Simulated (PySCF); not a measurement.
CH3BrF2Ge. Atoms are numbered in the order given.

```xyz
8

C     -1.6817    -1.5542     0.0000
Ge     0.0321    -0.6682     0.0000
F      0.9841    -1.1490     1.3665
F      0.9841    -1.1490    -1.3665
Br    -0.0758     1.6157     0.0000
H     -2.2399    -1.2578     0.8987
H     -2.2399    -1.2578    -0.8987
H     -1.5182    -2.6412     0.0000
```

Geometry: TPSSh-D3(BJ)/def2-SVP.

These are PBE/def2-TZVP (PySCF) values and carry that method's errors.

Atomic charges (e):

| atom | Mulliken | Löwdin |
|---|---|---|
| C1 | -0.46 | ? |
| Ge2 | 0.87 | ? |
| F3 | -0.32 | -0.10 |
| F4 | -0.32 | -0.10 |
| Br5 | -0.25 | 0.14 |
| H6 | 0.16 | ? |
| H7 | 0.16 | ? |
| H8 | 0.16 | ? |

Question: What belongs in the gaps? (The exact figures need the calculation; the answer reports its results.)

Answer: 
- C1, Löwdin: -0.47
- Ge2, Löwdin: 0.10
- H6, Löwdin: 0.14
- H7, Löwdin: 0.14
- H8, Löwdin: 0.14
